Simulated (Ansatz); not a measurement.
Ansatz (an electronic-structure program) input (wB97X/def2-TZVPD):

Ansatz 0.2 input:
```yaml
crystal:
  periodic: [false, false, false]
  atoms:
    - {symbol: Si, position_ang: [-1.07247936, 0.08671498, 0.21192337]}
    - {symbol: P, position_ang: [1.12328073, -0.06802843, -0.33237524]}
    - {symbol: H, position_ang: [-1.81711390, -0.89255904, -0.61340246]}
    - {symbol: H, position_ang: [-1.53175281, 1.45323290, -0.12913028]}
    - {symbol: H, position_ang: [-1.35648375, -0.17410058, 1.64265359]}
    - {symbol: H, position_ang: [1.31288995, -1.29737137, 0.35134168]}
    - {symbol: H, position_ang: [1.55796051, 0.71721488, 0.76723878]}
basis:
  gaussian:
    orbitals: def2-TZVPD
hamiltonian:
  xc: {name: wB97X}
total_charge: -1
magnetization: {spin_polarized: true, initial_magnetization: 1}
```

End of the output:

```
integrals: 0.07 GiB planned
814 factors; their error is unknown
integrals: 0.10 GiB planned
320 factors; integrals over basis functions are off by at most 7.6e-6 eV
mean field: 0.79 GiB planned
mean field evaluation 1: about -17245.5478 eV, gradient 9.7e0 eV
mean field evaluation 2: about -17246.2341 eV, gradient 5.4e0 eV
mean field evaluation 4: about -17246.4417 eV, gradient 5.0e-1 eV
mean field evaluation 8: about -17246.4617 eV, gradient 1.2e-1 eV
mean field evaluation 16: about -17246.4863 eV, gradient 9.0e-2 eV
mean field evaluation 32: about -17246.4634 eV, gradient 1.2e-1 eV
mean field -17246.48961604 eV, -633.7968032990 hartree, gradient 8.9e-6 eV, S^2 0.752188; 6 other end points of the search recorded, 0 dependent functions left out
reference -17246.48961590 eV, -633.7968032940 hartree; 18, 17 occupied and 113, 114 virtual orbitals, 814 factors
Total energy: -17246.48961590 eV, -633.7968032940 hartree
```

This state (charge -1, doublet) is run at the relaxed geometry of the species with charge 0 and multiplicity 1.
